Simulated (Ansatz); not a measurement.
Isolated molecules relaxed with PBE0-D4/def2-TZVP in Ansatz; ΔE leaves out vibrations. CCSD(T)/CBS is the MP2 limit (def2-TZVPP, def2-QZVPP) plus CCSD(T) − MP2 in def2-TZVPP, frozen cores. DFT in def2-TZVPP. B3LYP here is the variant with VWN-RPA as its local correlation; programs differ in this. Each species was taken in one conformer, which may not be the lowest.

Reaction (substitution at a C–Si bond): `C[SiH](O)O[SiH](O)O` + `N[Si](O)(F)Cl` → `CO[Si](N)(F)Cl` + `O[SiH2]O[SiH](O)O`

Q: Is it downhill or uphill in electronic energy at CCSD(T)/CBS, and by how much? (An estimate is asked.)

A: The calculation gave: Uphill: ΔE = +110.2 kJ/mol.

Q: What do these levels give: PBE-D4, B3LYP, MP2/def2-TZVPP, SCS-MP2/def2-TZVPP, HF/def2-QZVPP, HF/CBS(def2)? (An estimate is asked.)

A: The calculation gave: PBE-D4 108.8, B3LYP 101.2, MP2/def2-TZVPP 113.7, SCS-MP2/def2-TZVPP 105.1, HF/def2-QZVPP 92.6, HF/CBS(def2) 92.5 kJ/mol.

Largest T1 diagnostic among the species: 0.012.

In def2-TZVPP, CCSD(T) changes the Hartree–Fock value by +14.8 kJ/mol (the triples alone add +1.2 kJ/mol) and MP2 by +20.4 kJ/mol.
